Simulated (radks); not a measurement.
Problem. K4+, 15 electrons, occupied as [He] 2s2 2p5 3s2 3p3 4f1 (not the ground configuration). Calculated with a radial shooting solver on a logarithmic mesh with Libxc functionals: non-relativistic Kohn-Sham, r2SCAN, spin-polarised, spherical densities, point nucleus; open shells are filled with parallel spins first; meta-GGA in the generalised Kohn-Sham scheme. Some entries of the table are withheld. Estimate them.

orbital  occ.  eigenvalue (eV)  <r> (bohr)
1s up       1        -3652.394     0.08155
1s down     1        -3647.252     0.08143
2s up       1        -463.7812      0.3799
2s down     1        -457.1931      0.3810
2p up       3        -395.4376      0.3391
2p down     2        -386.6551      0.3413
3s up       1        -108.1428       1.102
3s down     1         -99.8641       1.121
3p up       3              (1)       1.140
3p down     0              (2)       1.163
3d up       0         -59.5564       1.190
3d down     0         -52.2990       1.198
4s up       0         -37.7092       2.571
4f up       1         -19.1188       3.334

Solution. 
(1) 3p up eigenvalue (eV): -88.8851
(2) 3p down eigenvalue (eV): -80.7925
